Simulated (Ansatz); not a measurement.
Ansatz (a first-principles code) input file for ClIn, SMILES [In][Cl] (connectivity only; charge and spin as stated), charge +1, multiplicity 2, CAM-B3LYP/def2-TZVPD. Geometry: B3LYP-D3(BJ)/def2-TZVP. The spin state was assumed, not searched. The def2 effective core potentials stand for the cores of In; spin–orbit coupling is left out.

Ansatz 0.2 input:
```yaml
crystal:
  periodic: [false, false, false]
  atoms:
    - {symbol: In, position_ang: [0.00000000, 0.00000000, -0.60420175]}
    - {symbol: Cl, position_ang: [0.00000000, 0.00000000, 1.74152270]}
basis:
  gaussian:
    orbitals: def2-TZVPD
hamiltonian:
  xc: {name: CAM-B3LYP}
total_charge: 1
magnetization: {spin_polarized: true, initial_magnetization: 1}
```

It prints:

```
WARN ansatz: RAYON_NUM_THREADS=1 ignored (pool sized by the plan → 1); use --threads N
Functional definition: CAM-B3LYP
integrals: 0.04 GiB planned
802 factors; their error is unknown
integrals: 0.07 GiB planned
215 factors; integrals over basis functions are off by at most 4.3e-5 eV
mean field: 0.48 GiB planned
mean field evaluation 1: about -17682.1776 eV, gradient 3.6e1 eV
mean field evaluation 2: about -17649.3812 eV, gradient 8.1e1 eV
mean field evaluation 4: about -17689.2084 eV, gradient 3.2e0 eV
mean field evaluation 8: about -17689.2960 eV, gradient 2.4e-1 eV
mean field evaluation 16: about -17689.3527 eV, gradient 8.2e-4 eV
mean field -17689.35271603 eV, -650.0717220400 hartree, gradient 1.7e-5 eV, S^2 0.760372; 1 other end points of the search recorded, 0 dependent functions left out
reference -17689.35281497 eV, -650.0717256760 hartree; 19, 18 occupied and 83, 84 virtual orbitals, 802 factors
Total energy: -17689.35281497 eV, -650.0717256760 hartree
```

The calculation finished and met its thresholds.
